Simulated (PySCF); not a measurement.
**Working out the ionisation energy of Mn+**

Mn+ [Ar] 3d5 4s1 (7S) → Mn(2+) [Ar] 3d5 (6S). All numbers are calculated (PySCF 2.14, the spin-free X2C one-electron Hamiltonian (Gaussian nucleus), in x2c-TZVPall (6s5p4d1f, 48 functions)). Frozen: [Ar]. Energies in hartree (1 hartree = 27.21139 eV):

| part | Mn+ (lower) | Mn(2+) (upper) |
| --- | --- | --- |
| UHF | -1157.152926 | -1156.606975 |
| MP2 opposite-spin | 0.000000 | 0.000000 |
| MP2 same-spin | -0.067928 | -0.054993 |

Task: What does Hartree-Fock give?

Result: (-1156.606975) − (-1157.152926) = 0.545951 hartree = 14.856 eV.

Task: What do MP2 and SCS-MP2 (6/5 opposite-spin, 1/3 same-spin) give?

Result: The opposite-spin parts differ by 0.000 eV and the same-spin parts by 0.352 eV. MP2: 14.856 + (0.000) + (0.352) = 15.208 eV. SCS-MP2: 14.856 + 1.2 × (0.000) + (0.352)/3 = 14.973 eV.

Measured between the centres of the two terms (NIST): 15.640 eV, so MP2 (valence) is off by -0.432 eV.

What remains against the reference includes basis incompleteness, the frozen core and correlation beyond second order.
